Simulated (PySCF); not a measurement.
SCF from a fresh guess for triplet [IrO3]+, at the B3LYP minimum. PySCF input:

```python
from pyscf import gto, scf, dft
mol = gto.M(atom='''
Ir    -0.022909    -0.000620    -0.072916
O      1.691343    -0.004270     0.315604
O     -0.698430     1.519581     0.273560
O     -0.711648    -1.507730     0.303436''',
    basis={'Ir': 'def2-SVP', 'O': 'def2-SVP'},
    ecp={'Ir': 'def2-SVP'},
    charge=1, spin=2)
mf = dft.UKS(mol, xc='B3LYP')
mf.grids.atom_grid = (50, 194)
aux = {'Ir': 'def2-universal-JKFIT', 'O': 'def2-universal-JKFIT'}
mf = mf.density_fit(auxbasis=aux)
mf.conv_tol = 1e-08
mf.diis_space = 10
mf.max_cycle = 60
mf.init_guess = 'minao'
mf.verbose = 4
mf.kernel()
```

Excerpt of the output (cycles alone):

```
init E= -318.022495207354
cycle= 1 E= -329.179180669285  delta_E= -11.2  |g|= 0.672  |ddm|= 5.82
cycle= 2 E= -326.976380899813  delta_E=  2.2  |g|= 2.26  |ddm|= 2.55
cycle= 3 E= -329.177484796594  delta_E= -2.2  |g|= 0.63  |ddm|= 2.28
cycle= 4 E= -329.317258019254  delta_E= -0.14  |g|=  0.3  |ddm|= 0.623
cycle= 5 E= -329.352921593045  delta_E= -0.0357  |g|= 0.083  |ddm|= 0.275
cycle= 6 E= -329.356007605093  delta_E= -0.00309  |g|= 0.0362  |ddm|= 0.0873
cycle= 7 E= -329.356813977799  delta_E= -0.000806  |g|= 0.0222  |ddm|= 0.0539
cycle= 8 E= -329.357188545785  delta_E= -0.000375  |g|= 0.0109  |ddm|= 0.047
cycle= 9 E= -329.357183835565  delta_E= 4.71e-06  |g|= 0.0148  |ddm|= 0.0188
cycle= 10 E= -329.357300214389  delta_E= -0.000116  |g|= 0.00222  |ddm|= 0.0184
cycle= 11 E= -329.357314898559  delta_E= -1.47e-05  |g|= 0.000929  |ddm|= 0.0122
cycle= 12 E= -329.35731795224  delta_E= -3.05e-06  |g|= 0.000294  |ddm|= 0.00611
cycle= 13 E= -329.357318406138  delta_E= -4.54e-07  |g|= 0.000194  |ddm|= 0.00205
cycle= 14 E= -329.357318528483  delta_E= -1.22e-07  |g|= 9.76e-05  |ddm|= 0.000954
cycle= 15 E= -329.357318590326  delta_E= -6.18e-08  |g|= 2.97e-05  |ddm|= 0.00096
cycle= 16 E= -329.357318596217  delta_E= -5.89e-09  |g|= 3.83e-05  |ddm|= 0.000273
Extra cycle  E= -329.357318589767  delta_E= 6.45e-09  |g|= 0.00014  |ddm|= 0.000117
converged SCF energy = -329.357318589767  <S^2> = 2.0560375  2S+1 = 3.0371286
```

No lower solution of this spin was found from smeared starts or by a stability analysis within the unrestricted form.

Other spin states or occupations of the open shell can lie lower. No spin–orbit coupling is included, which matters more the heavier the element.

The search for the lowest solution, 3 starts and the stability check together, took 20 s on 2 threads of a shared Arm Neoverse N1 host, with 74 basis functions; the process peaked at 0.4 GiB.
